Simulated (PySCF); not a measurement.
ClIn, charge +1, multiplicity 2. Atoms are numbered in the order given.

```xyz
2

In     0.0000     0.0000    -0.6042
Cl     0.0000     0.0000     1.7415
```
Charge +1, spin multiplicity 2.

Geometry optimised at B3LYP-D3(BJ)/def2-TZVP. The spin state was assumed, not searched. The def2 effective core potentials stand for the cores of In; spin–orbit coupling is left out.

Method: B3LYP/def2-TZVPD in PySCF.

Isolated molecule, no solvent.

Computed frontier levels, dipole moment and polarisability:
α spin, highest occupied and lowest empty level: -14.44 and -8.11 eV
β spin, highest occupied and lowest empty level: -14.69 and -12.04 eV
dipole moment about the centre of nuclear charge: 2.99 D
mean static polarisability: 43.0 bohr³ (6.37 Å³)
polarisability, principal values: 33.3, 33.3, 62.5 bohr³
⟨S²⟩: 0.756 (pure state 0.75)
